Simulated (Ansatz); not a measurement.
One change: `[CH3][In]([F])[SiH3]` becomes `[CH3][In]([SiH3])[Cl]`.

Ansatz, PBE0-D4/def2-TZVP geometries, multiplicity 1. 

Elements past krypton have def2 core potentials.

```tsv
property	`[CH3][In]([F])[SiH3]`
HOMO energy (PBE0/def2-TZVPP) / eV	-7.52
HOMO energy (ωB97M-V/def2-TZVPP) / eV	-9.54
LUMO energy (PBE0/def2-TZVPP) / eV	-1.72
HOMO–LUMO gap (B3LYP/def2-TZVPP) / eV	5.33
LUMO energy (B3LYP/def2-TZVPP) / eV	-1.98
HOMO–LUMO gap (PBE/def2-TZVPP) / eV	3.98
```

Question: What does the change do to each property? (Estimate.)

Answer: The calculation gave: 
```json
{"property": "HOMO energy (PBE0/def2-TZVPP) / eV", "`[CH3][In]([SiH3])[Cl]`": "-7.42", "shift": "0.10"}
{"property": "HOMO energy (ωB97M-V/def2-TZVPP) / eV", "`[CH3][In]([SiH3])[Cl]`": "-9.43", "shift": "0.11"}
{"property": "LUMO energy (PBE0/def2-TZVPP) / eV", "`[CH3][In]([SiH3])[Cl]`": "-1.84", "shift": "-0.12"}
{"property": "HOMO–LUMO gap (B3LYP/def2-TZVPP) / eV", "`[CH3][In]([SiH3])[Cl]`": "5.11", "shift": "-0.22"}
{"property": "LUMO energy (B3LYP/def2-TZVPP) / eV", "`[CH3][In]([SiH3])[Cl]`": "-2.08", "shift": "-0.10"}
{"property": "HOMO–LUMO gap (PBE/def2-TZVPP) / eV", "`[CH3][In]([SiH3])[Cl]`": "3.77", "shift": "-0.21"}
```

With PBE0 the HOMO rises by 0.10 eV and the LUMO falls by 0.12 eV, so the gap narrows by about 0.22 eV. PBE moves the HOMO by 0.09 eV and ωB97M-V by 0.11 eV.

B3LYP here is the variant with VWN-RPA as its local correlation; programs differ in this.
